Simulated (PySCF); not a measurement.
ammonia borane (H6BN), singlet, at a GFN2-xTB geometry. Base run: B3LYP/def2-TZVP (PySCF).

Here is a job for PySCF.
```python
from pyscf import gto, scf, dft

mol = gto.M(
    atom='''
B    -0.914919    0.112100   -0.016619
N     0.730879   -0.089551    0.013276
H    -1.313993   -0.641683   -0.847374
H    -1.091550    1.255010   -0.299746
H    -1.290050   -0.160526    1.079991
H     0.933910   -1.052864    0.251240
H     1.120083    0.534559    0.709573
H     1.100043    0.131858   -0.903521
''',
    basis='def2-tzvp',
    charge=0,
    spin=0,
    verbose=4,
)

mf = dft.RKS(mol)
mf.xc = 'b3lyp'
mf.kernel()
mf.analyze()
```

Variants of this job, named by their change:

```csv
change,ΔE vs base (µEh),fitting functions,dipole (D)
base,0.0,-,5.28
auxbasis = def2-universal-jfit,304,164,5.28
auxbasis = cc-pvdz-jkfit,-85.3,278,5.28
"exchange = seminumerical (SGX) (with mf = sgx.sgx_fit(mf, auxbasis='def2-universal-jfit'); with mf.with_df.dfj = True)",-147,164,5.28
auxbasis = even-tempered beta=3.0,-53.9,340,5.28
auxbasis = cc-pvtz-jkfit,-24.0,338,5.28
auxbasis = default (with mf = mf.density_fit()),-63.6,260,5.28
auxbasis = autoaux,0.4,562,5.28
only_dfj = on; auxbasis = def2-universal-jfit,-147,164,5.28
auxbasis = def2-universal-jkfit,-63.6,260,5.28
```

A fitting set is made for a task (jfit for Coulomb, jkfit for Coulomb and exchange, ri for correlation) and for a family of orbital bases.
